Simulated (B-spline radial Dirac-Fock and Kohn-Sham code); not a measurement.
# Photoelectron lines of Sn⁺ at 3020 eV

System: Sn⁺, [Kr] 4d10 5s2 5p1.

Level of theory: independent-particle photoionisation in a Dirac-Hartree-Slater potential with a Latter tail, all multipoles, thresholds from Dirac-Fock ΔSCF; a radial atomic solver. The asymmetry parameter β is from the dipole term alone. Kinetic energies are from the vacuum level. Open shells are spread statistically over j, without multiplet splitting.

```
  subshell  electrons  binding (eV)  kinetic (eV)  σ (kb)     β
   M1 (3s)          2         904.7        2115.3    14.2  1.99
M2 (3p1/2)          2         776.8        2243.2    17.0  1.59
M3 (3p3/2)          4         734.3        2285.7    32.1  1.64
M4 (3d3/2)          4         510.5        2509.5    16.1  1.18
M5 (3d5/2)          6         502.1        2517.9    22.8  1.14
   N1 (4s)          2         163.2        2856.8    3.02  1.99
N2 (4p1/2)          2         119.0        2901.0    3.02  1.61
N3 (4p3/2)          4         111.4        2908.6    5.62  1.66
N4 (4d3/2)          4         41.03        2979.0    1.98  1.17
N5 (4d5/2)          6         40.01        2980.0    2.79  1.12
   O1 (5s)          2         20.43        2999.6   0.359  1.99
O2 (5p1/2)       0.33         13.99        3006.0  0.0394  1.61
O3 (5p3/2)       0.67         13.47        3006.5  0.0708  1.66
```

Branching ratios of the spin-orbit partners (statistical value in brackets): 3p 1.89 (2.00), 3d 1.42 (1.50), 4p 1.86 (2.00), 4d 1.41 (1.50), 5p 1.79 (2.00).

Run: 4.6 s of CPU time on 1 thread of Intel(R) Xeon(R) 6975P-C (shared host), peak memory 0.40 GiB.

Values without a named source are computed, but for edge energies of neutral atoms, which are taken from tables.
